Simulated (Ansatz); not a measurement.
Relaxation of FH₄InO₃ (9 atoms, charge 0, multiplicity 1), to a largest force component of 0.03 eV/Å in at most 50 steps.

These are results of Ansatz 0.2.0, RKS BLYP-D4/def2-SVP, not measurements.

```xyz
9
Properties=species:S:1:pos:R:3
In -0.868 -0.419 0.076
O 2.072 1.218 0.068
O 0.015 -2.168 -0.407
O -2.382 0.523 -0.878
H 1.631 1.186 0.941
F -0.192 0.350 1.789
H 2.634 0.416 0.089
H -0.348 -2.477 -1.265
H -2.562 1.369 -0.414
```

Question: Where does it end, and by what steps?

Answer: The forces met the threshold. After 9 steps the energy has fallen by 0.496 eV; O2 moved furthest, 0.64 Å. Joined: In1–O2.

```csv
step,energy less start (eV),largest force component (eV/Å),accepted
0,0.0000,0.348,yes
1,-0.1283,0.789,yes
2,-0.3075,0.787,yes
3,-0.4475,0.324,yes
4,-0.4798,0.452,yes
5,-0.4927,0.211,yes
6,-0.4941,0.123,yes
7,-0.4957,0.049,yes
8,-0.4958,0.031,yes
9,-0.4959,0.006,yes
```

```xyz
9
Properties=species:S:1:pos:R:3
In -0.555 -0.237 0.029
O 1.496 0.955 -0.012
O 0.317 -2.011 -0.417
O -2.088 0.688 -0.917
H 1.328 0.977 0.976
F -0.098 0.389 1.921
H 2.200 0.284 -0.134
H -0.214 -2.473 -1.098
H -2.386 1.429 -0.348
```

Whether the end is a true minimum wasn't checked by a vibrational analysis.

Run time: 20 s on 2 threads of AMD EPYC 7R43 64-Core Processor (Zen 3), with other jobs on the host, peak memory 0.14 GiB.
